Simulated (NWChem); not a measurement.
System: C₃H₉N; SMILES CCCN

Here is an NWChem input.

```
start job
memory heap 200 mb stack 900 mb global 1100 mb
geometry units angstroms noautoz
  C     -0.130242    -1.913272    -0.006756
  C      0.517724    -0.539106    -0.039607
  C     -0.483556     0.604462     0.020838
  N      0.184499     1.888437    -0.067101
  H      0.621839    -2.715669    -0.043559
  H     -0.724360    -2.059267     0.910073
  H     -0.808597    -2.057353    -0.863348
  H      1.124177    -0.415550    -0.952138
  H      1.222499    -0.441131     0.806550
  H     -1.114401     0.475412     0.929208
  H     -1.173376     0.516339    -0.837267
  H      0.769505     2.035109     0.754323
  H     -0.494242     2.646495    -0.067404
end
basis spherical
  * library def2-tzvp
end
dft
  xc becke88 lyp
  iterations 150
  semidirect filesize 400000000
  mulliken
end
task dft energy
```

Excerpt of the output:

```
             Northwest Computational Chemistry Package (NWChem) 7.3.0
             --------------------------------------------------------

 C1  symmetry detected

                             Geometry "geometry" -> ""
                             -------------------------

 Output coordinates in angstroms (scale by  1.889725989 to convert to a.u.)

  No.       Tag          Charge          X              Y              Z
 ---- ---------------- ---------- -------------- -------------- --------------
    1 C                    6.0000    -0.12498475    -1.91732216    -0.00373938
    2 C                    6.0000     0.51641684    -0.54009488    -0.03721084
    3 C                    6.0000    -0.49059117     0.59871695     0.01761151
    4 N                    7.0000     0.17151947     1.88574191    -0.07069927
    5 H                    1.0000     0.63109587    -2.71613031    -0.03643310
    6 H                    1.0000    -0.72143219    -2.06436741     0.91140777
    7 H                    1.0000    -0.79978218    -2.06640638    -0.86228293
    8 H                    1.0000     1.12529357    -0.41541985    -0.94797394
    9 H                    1.0000     1.21789203    -0.43700862     0.81107823
   10 H                    1.0000    -1.12381900     0.46842125     0.92414386
   11 H                    1.0000    -1.17711967     0.50553128    -0.84259576
   12 H                    1.0000     0.75307384     2.03689361     0.75236194
   13 H                    1.0000    -0.51088411     2.64049358    -0.07477889

 Effective nuclear repulsion energy (a.u.)     131.3837050968

                                 NWChem DFT Module
                                 -----------------

 Summary of "ao basis" -> "ao basis" (spherical)
 ------------------------------------------------------------------------------
       Tag                 Description            Shells   Functions and Types
 ---------------- ------------------------------  ------  ---------------------
 C                         def2-tzvp                11       31   5s3p2d1f
 N                         def2-tzvp                11       31   5s3p2d1f
 H                         def2-tzvp                 4        6   3s1p

            General Information
            -------------------
          SCF calculation type: DFT
          Wavefunction type:  closed shell.
          No. of atoms     :    13
          No. of electrons :    34
           Alpha electrons :    17
            Beta electrons :    17
          Charge           :     0
          Spin multiplicity:     1
          Use of symmetry is: off; symmetry adaption is: off
          Maximum number of iterations: 150
          AO basis - number of functions:   178
                     number of shells:    80
          Convergence on energy requested:  1.00D-06
          Convergence on density requested:  1.00D-05
          Convergence on gradient requested:  5.00D-04

              XC Information
              --------------
                    Becke 1988 Exchange Functional  1.000
              Lee-Yang-Parr Correlation Functional  1.000

             Grid Information
             ----------------
          Grid used for XC integration:  medium
          Radial quadrature: Mura-Knowles
          Angular quadrature: Lebedev.
          Tag              B.-S. Rad. Rad. Pts. Rad. Cut. Ang. Pts.
          ---              ---------- --------- --------- ---------
          C                   0.70       49          12.0       434
          N                   0.65       49          12.0       434
          H                   0.35       45          13.0       434
          Grid pruning is: on
          Number of quadrature shells:   601
          Spatial weights used:  Erf1

      Superposition of Atomic Density Guess
      -------------------------------------

 Sum of atomic energies:        -171.82381923

      Non-variational initial energy
      ------------------------------

 Total energy =    -174.602326
 1-e energy   =    -489.225920
 2-e energy   =     183.239890
 HOMO         =      -0.316825
 LUMO         =       0.068531

------------------------------------------------------------
EAF file 0: "./job.aoints.0" size=616038400 bytes
------------------------------------------------------------
               write      read    awrite     aread      wait
               -----      ----    ------     -----      ----
     calls:     1175         0         0         0         0
   data(b): 6.16e+08  0.00e+00  0.00e+00  0.00e+00
   time(s): 0.00e+00  0.00e+00  0.00e+00  0.00e+00  0.00e+00
rate(mb/s): 0.00e+00  0.00e+00
------------------------------------------------------------

     ---------------------------------------------
      Total Density - Mulliken Population Analysis
     ---------------------------------------------

    Atom       Charge   Shell Charges
 -----------   ------   -------------------------------------------------------
    1 C    6     6.51   0.86  1.12  0.55  0.66  0.14  1.26  1.42  0.44  0.01  0.04  0.00
    2 C    6     6.31   0.86  1.12  0.55  0.66  0.09  1.23  1.36  0.34  0.02  0.08  0.01
    3 C    6     6.12   0.86  1.12  0.54  0.64  0.12  1.16  1.25  0.31  0.02  0.09  0.01
    4 N    7     7.73   0.82  1.16  0.58  0.83  0.19  1.57  1.83  0.74  0.01  0.03  0.00
    5 H    1     0.83   0.24  0.44  0.12  0.02
    6 H    1     0.84   0.24  0.44  0.13  0.02
    7 H    1     0.84   0.24  0.44  0.13  0.02
    8 H    1     0.85   0.24  0.45  0.14  0.02
    9 H    1     0.85   0.24  0.45  0.13  0.02
   10 H    1     0.88   0.25  0.46  0.15  0.02
   11 H    1     0.86   0.25  0.46  0.14  0.02
   12 H    1     0.70   0.23  0.35  0.09  0.03
   13 H    1     0.69   0.23  0.35  0.08  0.03

   convergence    iter        energy       DeltaE   RMS-Dens  Diis-err
 ---------------- ----- ----------------- --------- --------- ---------
 d= 0,ls=0.0,diis     1   -174.3885287409 -3.06D+02  5.46D-03  8.31D-01
 d= 0,ls=0.0,diis     2   -174.4233341858 -3.48D-02  3.99D-03  2.69D-01
 d= 0,ls=0.0,diis     3   -174.4240026707 -6.68D-04  1.78D-03  2.92D-01
 d= 0,ls=0.0,diis     4   -174.4521083071 -2.81D-02  2.59D-04  2.10D-03
 d= 0,ls=0.0,diis     5   -174.4523047764 -1.96D-04  8.03D-05  4.45D-04
  Resetting Diis
 d= 0,ls=0.0,diis     6   -174.4523558576 -5.11D-05  2.09D-05  2.63D-05
 d= 0,ls=0.0,diis     7   -174.4523589857 -3.13D-06  8.98D-06  4.86D-07
 d= 0,ls=0.0,diis     8   -174.4523589831  2.62D-09  4.84D-06  5.10D-07

         Total DFT energy =     -174.452358983072
      One electron energy =     -494.077150876920
           Coulomb energy =      214.739593312619
    Exchange-Corr. energy =      -26.498506515580
 Nuclear repulsion energy =      131.383705096808

 Numeric. integr. density =       33.999985411150

                       DFT Final Molecular Orbital Analysis
                       ------------------------------------

 Vector   15  Occ=2.000000D+00  E=-2.891345D-01
              MO Center=  9.9D-02, -6.1D-01, -3.1D-02, r^2= 3.2D+00
   Bfn.  Coefficient  Atom+Function         Bfn.  Coefficient  Atom+Function
  ----- ------------  ---------------      ----- ------------  ---------------
    37      0.197063   2 C  px               68     -0.171199   3 C  px
    69      0.163398   3 C  py              126     -0.153631   5 H  s
   144      0.146475   8 H  s                 6     -0.145721   1 C  px
    40      0.139168   2 C  px              132      0.129893   6 H  s
    38     -0.115680   2 C  py               72      0.111973   3 C  py

 Vector   16  Occ=2.000000D+00  E=-2.818466D-01
              MO Center=  1.6D-01, -5.3D-01, -3.5D-02, r^2= 3.0D+00
   Bfn.  Coefficient  Atom+Function         Bfn.  Coefficient  Atom+Function
  ----- ------------  ---------------      ----- ------------  ---------------
    39      0.227076   2 C  pz              150      0.203631   9 H  s
   144     -0.144608   8 H  s               162      0.142875  11 H  s
     8     -0.141956   1 C  pz               42      0.142620   2 C  pz
   151      0.142146   9 H  s               149      0.136336   9 H  s
    70     -0.134479   3 C  pz              138      0.134840   7 H  s

 Vector   17  Occ=2.000000D+00  E=-1.923147D-01
              MO Center=  1.0D-01,  1.6D+00, -1.1D-01, r^2= 1.7D+00
   Bfn.  Coefficient  Atom+Function         Bfn.  Coefficient  Atom+Function
  ----- ------------  ---------------      ----- ------------  ---------------
   101      0.325396   4 N  pz              107      0.269583   4 N  pz
   104      0.258159   4 N  pz               99     -0.213955   4 N  px
   105     -0.189880   4 N  px               36      0.186235   2 C  s
   102     -0.173122   4 N  px              157     -0.164078  10 H  s
   156     -0.162413  10 H  s                97     -0.160187   4 N  s

 Vector   18  Occ=0.000000D+00  E= 1.087708D-02
              MO Center= -1.1D-01,  1.4D+00,  5.6D-01, r^2= 6.6D+00
   Bfn.  Coefficient  Atom+Function         Bfn.  Coefficient  Atom+Function
  ----- ------------  ---------------      ----- ------------  ---------------
    67      1.924800   3 C  s                98      1.185465   4 N  s
   157     -1.051682  10 H  s               175     -0.973433  13 H  s
    36      0.944596   2 C  s               169     -0.922496  12 H  s
   151     -0.911801   9 H  s               163     -0.877203  11 H  s
     5      0.835723   1 C  s                43      0.584937   2 C  px

[...]
```

Level: BLYP/def2-TZVP. Coordinates come from a PBE0/def2-SVP optimisation.
